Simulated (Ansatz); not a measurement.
Basis-set series for C$_{2}$H$_{5}$BO (`OB1CC1`). Total charge 0; spin multiplicity 1. The geometry is a stationary point of PBE0-D4/def2-TZVP. It is one conformer, not always the lowest.

| functional | basis | functions | energy (Eh) | HOMO (eV) | LUMO (eV) |
| --- | --- | --- | --- | --- | --- |
| PBE0-D4 | def2-SVP | 81 | -178.95800 | -6.93 | 0.33 |
| PBE0-D4 | def2-QZVPP | 378 | -179.17100 | -7.05 | 0.12 |
| ωB97M-V | def2-SVP | 81 | -179.08237 | -9.23 | 2.46 |
| ωB97M-V | def2-QZVPP | 378 | -179.30276 | -9.35 | 1.29 |

Give the rows for def2-TZVPP. (Best estimate.)

Ansatz gave: 
```csv
functional,basis,functions,energy (Eh),HOMO (eV),LUMO (eV)
PBE0-D4,def2-TZVPP,194,-179.16071,-7.04,0.17
ωB97M-V,def2-TZVPP,194,-179.29314,-9.34,1.96
```

Positive LUMOs are unbound and depend on the basis.
